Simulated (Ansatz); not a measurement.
Ansatz (an electronic-structure program) input for 1,2-dihydrosiline (C5H8Si), SMILES C1=CC[SiH2]C=C1, PBE-D3(BJ)/def2-SVP. 

Ansatz 0.2 input:
```yaml
crystal:
  periodic: [false, false, false]
  atoms:
    - {symbol: C, position_ang: [0.93726032, 1.37335111, -0.48812501]}
    - {symbol: C, position_ang: [-0.36894882, 1.39994679, -0.82186349]}
    - {symbol: C, position_ang: [-1.41401150, 0.42022223, -0.35111101]}
    - {symbol: Si, position_ang: [-0.69039745, -1.22822217, 0.25652880]}
    - {symbol: C, position_ang: [1.05261656, -0.79845292, 0.77454033]}
    - {symbol: C, position_ang: [1.59835262, 0.36471959, 0.35240627]}
    - {symbol: H, position_ang: [1.57785612, 2.17936653, -0.85876523]}
    - {symbol: H, position_ang: [-0.71858450, 2.22585902, -1.45213109]}
    - {symbol: H, position_ang: [-1.96930327, 0.88093086, 0.49008663]}
    - {symbol: H, position_ang: [-2.17143906, 0.25821852, -1.13590940]}
    - {symbol: H, position_ang: [-1.49813675, -1.77316855, 1.38802051]}
    - {symbol: H, position_ang: [-0.69159231, -2.26340415, -0.82512976]}
    - {symbol: H, position_ang: [1.67119818, -1.47131028, 1.37832213]}
    - {symbol: H, position_ang: [2.63395072, 0.59989742, 0.62902046]}
basis:
  gaussian:
    orbitals: def2-SVP
hamiltonian:
  xc: pbe
  dispersion: d3bj
relax: {f_tol: 0.002, max_steps: 200}
```

Program output:

```
WARN ansatz: RAYON_NUM_THREADS=2 ignored (pool sized by the plan → 2); use --threads N
Functional definition: PBE
integrals: 0.07 GiB planned
1450 factors; their error is unknown
mean field: 0.43 GiB planned
mean field evaluation 1: about -13162.3475 eV, gradient 6.6e1 eV
mean field evaluation 2: about -13144.7515 eV, gradient 1.0e2 eV
mean field evaluation 4: about -13174.3526 eV, gradient 1.0e1 eV
mean field evaluation 8: about -13174.6316 eV, gradient 1.5e-1 eV
mean field evaluation 16: about -13174.5335 eV, gradient 3.8e-3 eV
mean field -13174.53345658 eV, -484.1551745097 hartree, gradient 4.9e-5 eV, S^2 0.000000; 0 other end points of the search recorded, 0 dependent functions left out
the calculation of the forces begins
reference -13174.53349337 eV, -484.1551758617 hartree; 26, 26 occupied and 102, 102 virtual orbitals, 1450 factors
relax step   1: F+E_penalty+E_count = -13174.90601758 eV  Δ(F+E_penalty+E_count) = +0.000e0 eV  max|allowed force component| = 4.059e-1 eV/Å  Δτ_max = 0.0000 Å  (31 SCF iters, accepted)
these checks for a lower state are left out or cut short: starts, cluster_reference, orbital_swaps, neighbouring_geometries, increment
integrals: 0.07 GiB planned
1450 factors; their error is unknown
mean field: 0.43 GiB planned
mean field -13174.54909367 eV, -484.1557491624 hartree, gradient 1.1e-5 eV, S^2 0.000000; 0 other end points of the search recorded, 0 dependent functions left out
the calculation of the forces begins
reference -13174.54913062 eV, -484.1557505203 hartree; 26, 26 occupied and 102, 102 virtual orbitals, 1450 factors
relax step   2: F+E_penalty+E_count = -13174.92053888 eV  Δ(F+E_penalty+E_count) = -1.452e-2 eV  max|allowed force component| = 1.265e-1 eV/Å  Δτ_max = 0.0121 Å  (33 SCF iters, accepted)
these checks for a lower state are left out or cut short: starts, cluster_reference, orbital_swaps, neighbouring_geometries, increment
integrals: 0.07 GiB planned
1450 factors; their error is unknown
mean field: 0.43 GiB planned
mean field evaluation 32: about -13174.5508 eV, gradient 2.7e-3 eV
mean field -13174.55075577 eV, -484.1558102433 hartree, gradient 1.1e-5 eV, S^2 0.000000; 0 other end points of the search recorded, 0 dependent functions left out
the calculation of the forces begins
reference -13174.55079277 eV, -484.1558116030 hartree; 26, 26 occupied and 102, 102 virtual orbitals, 1450 factors
relax step   3: F+E_penalty+E_count = -13174.92179482 eV  Δ(F+E_penalty+E_count) = -1.256e-3 eV  max|allowed force component| = 2.959e-2 eV/Å  Δτ_max = 0.0057 Å  (35 SCF iters, accepted)
these checks for a lower state are left out or cut short: starts, cluster_reference, orbital_swaps, neighbouring_geometries, increment
integrals: 0.07 GiB planned
1450 factors; their error is unknown
mean field: 0.43 GiB planned
mean field -13174.55075272 eV, -484.1558101311 hartree, gradient 1.4e-5 eV, S^2 0.000000; 0 other end points of the search recorded, 0 dependent functions left out
the calculation of the forces begins
reference -13174.55078971 eV, -484.1558114907 hartree; 26, 26 occupied and 102, 102 virtual orbitals, 1450 factors
relax step   4: F+E_penalty+E_count = -13174.92180484 eV  Δ(F+E_penalty+E_count) = -1.002e-5 eV  max|allowed force component| = 2.693e-2 eV/Å  Δτ_max = 0.0014 Å  (23 SCF iters, accepted)
these checks for a lower state are left out or cut short: starts, cluster_reference, orbital_swaps, neighbouring_geometries, increment
integrals: 0.07 GiB planned
1450 factors; their error is unknown
mean field: 0.43 GiB planned
mean field -13174.55077159 eV, -484.1558108247 hartree, gradient 1.2e-5 eV, S^2 0.000000; 0 other end points of the search recorded, 0 dependent functions left out
the calculation of the forces begins
reference -13174.55080859 eV, -484.1558121844 hartree; 26, 26 occupied and 102, 102 virtual orbitals, 1450 factors
relax step   5: F+E_penalty+E_count = -13174.92181110 eV  Δ(F+E_penalty+E_count) = -6.260e-6 eV  max|allowed force component| = 2.365e-2 eV/Å  Δτ_max = 0.0032 Å  (34 SCF iters, accepted)
these checks for a lower state are left out or cut short: starts, cluster_reference, orbital_swaps, neighbouring_geometries, increment
integrals: 0.07 GiB planned
1450 factors; their error is unknown
mean field: 0.43 GiB planned
mean field -13174.55079688 eV, -484.1558117542 hartree, gradient 1.2e-5 eV, S^2 0.000000; 0 other end points of the search recorded, 0 dependent functions left out
the calculation of the forces begins
reference -13174.55083388 eV, -484.1558131139 hartree; 26, 26 occupied and 102, 102 virtual orbitals, 1450 factors
relax step   6: F+E_penalty+E_count = -13174.92187645 eV  Δ(F+E_penalty+E_count) = -6.535e-5 eV  max|allowed force component| = 5.295e-3 eV/Å  Δτ_max = 0.0034 Å  (34 SCF iters, accepted)
these checks for a lower state are left out or cut short: starts, cluster_reference, orbital_swaps, neighbouring_geometries, increment
integrals: 0.07 GiB planned
1450 factors; their error is unknown
mean field: 0.43 GiB planned
mean field -13174.55080131 eV, -484.1558119169 hartree, gradient 1.2e-5 eV, S^2 0.000000; 0 other end points of the search recorded, 0 dependent functions left out
the calculation of the forces begins
reference -13174.55083831 eV, -484.1558132766 hartree; 26, 26 occupied and 102, 102 virtual orbitals, 1450 factors
relax step   7: F+E_penalty+E_count = -13174.92188214 eV  Δ(F+E_penalty+E_count) = -5.696e-6 eV  max|allowed force component| = 7.748e-3 eV/Å  Δτ_max = 0.0017 Å  (34 SCF iters, accepted)
these checks for a lower state are left out or cut short: starts, cluster_reference, orbital_swaps, neighbouring_geometries, increment
integrals: 0.07 GiB planned
1450 factors; their error is unknown
mean field: 0.43 GiB planned
mean field evaluation 64: about -13174.5508 eV, gradient 1.3e-5 eV
mean field -13174.55079294 eV, -484.1558116091 hartree, gradient 8.8e-5 eV, S^2 0.000000; 0 other end points of the search recorded, 0 dependent functions left out
the calculation of the forces begins
reference -13174.55082993 eV, -484.1558129688 hartree; 26, 26 occupied and 102, 102 virtual orbitals, 1450 factors
relax step   8: F+E_penalty+E_count = -13174.92188559 eV  Δ(F+E_penalty+E_count) = -3.449e-6 eV  max|allowed force component| = 2.141e-3 eV/Å  Δτ_max = 0.0005 Å  (20 SCF iters, accepted)
these checks for a lower state are left out or cut short: starts, cluster_reference, orbital_swaps, neighbouring_geometries, increment
integrals: 0.07 GiB planned
1450 factors; their error is unknown
mean field: 0.43 GiB planned
mean field -13174.55078961 eV, -484.1558114869 hartree, gradient 1.7e-5 eV, S^2 0.000000; 0 other end points of the search recorded, 0 dependent functions left out
the calculation of the forces begins
reference -13174.55082661 eV, -484.1558128466 hartree; 26, 26 occupied and 102, 102 virtual orbitals, 1450 factors
relax step   9: F+E_penalty+E_count = -13174.92188628 eV  Δ(F+E_penalty+E_count) = -6.851e-7 eV  max|allowed force component| = 2.107e-3 eV/Å  Δτ_max = 0.0011 Å  (23 SCF iters, accepted)
these checks for a lower state are left out or cut short: starts, cluster_reference, orbital_swaps, neighbouring_geometries, increment
integrals: 0.07 GiB planned
1450 factors; their error is unknown
mean field: 0.43 GiB planned
mean field -13174.55077487 eV, -484.1558109453 hartree, gradient 2.6e-5 eV, S^2 0.000000; 0 other end points of the search recorded, 0 dependent functions left out
the calculation of the forces begins
reference -13174.55081187 eV, -484.1558123051 hartree; 26, 26 occupied and 102, 102 virtual orbitals, 1450 factors
relax step  10: F+E_penalty+E_count = -13174.92188747 eV  Δ(F+E_penalty+E_count) = -1.195e-6 eV  max|allowed force component| = 9.065e-4 eV/Å  Δτ_max = 0.0016 Å  (23 SCF iters, accepted)
integrals: 0.07 GiB planned
1450 factors; their error is unknown
mean field: 0.43 GiB planned
mean field evaluation 96: about -13174.5508 eV, gradient 3.2e-4 eV
mean field -13174.55077487 eV, -484.1558109453 hartree, gradient 2.6e-5 eV, S^2 0.000000; 1 other end points of the search recorded, 0 dependent functions left out
the calculation of the forces begins
reference -13174.55081187 eV, -484.1558123051 hartree; 26, 26 occupied and 102, 102 virtual orbitals, 1450 factors
Total energy: -13174.92192447 eV, -484.1694504416 hartree
Atom 0 at     0.943348     1.375793    -0.489123 Å, force    -0.000683    -0.000116    -0.000376 eV/Å
Atom 1 at    -0.372343     1.400834    -0.828063 Å, force     0.000431    -0.000098     0.000337 eV/Å
Atom 2 at    -1.416457     0.423211    -0.352663 Å, force     0.000819    -0.000472    -0.000053 eV/Å
Atom 3 at    -0.691256    -1.232778     0.254966 Å, force    -0.000484     0.000799    -0.000907 eV/Å
Atom 4 at     1.054555    -0.801843     0.780421 Å, force    -0.000050    -0.000108    -0.000086 eV/Å
Atom 5 at     1.602567     0.370527     0.353986 Å, force     0.000355    -0.000521     0.000619 eV/Å
Atom 6 at     1.586242     2.189163    -0.863399 Å, force    -0.000283    -0.000240     0.000006 eV/Å
Atom 7 at    -0.723008     2.231562    -1.465833 Å, force     0.000185    -0.000250    -0.000018 eV/Å
Atom 8 at    -1.967639     0.885458     0.500983 Å, force    -0.000411    -0.000107    -0.000287 eV/Å
Atom 9 at    -2.189685     0.263211    -1.133013 Å, force    -0.000206     0.000289     0.000591 eV/Å
Atom 10 at    -1.511723    -1.784082     1.391804 Å, force     0.000169     0.000116     0.000159 eV/Å
Atom 11 at    -0.688907    -2.278463    -0.835778 Å, force     0.000268     0.000343     0.000189 eV/Å
Atom 12 at     1.677093    -1.480597     1.387591 Å, force     0.000132     0.000133    -0.000114 eV/Å
Atom 13 at     2.646035     0.605957     0.634011 Å, force    -0.000241     0.000231    -0.000059 eV/Å
Dipole moment:    -0.032478     0.166646    -0.026181 e Å
```

The calculation finished and met its thresholds.

Cost: about 40 core-seconds (a rough figure).
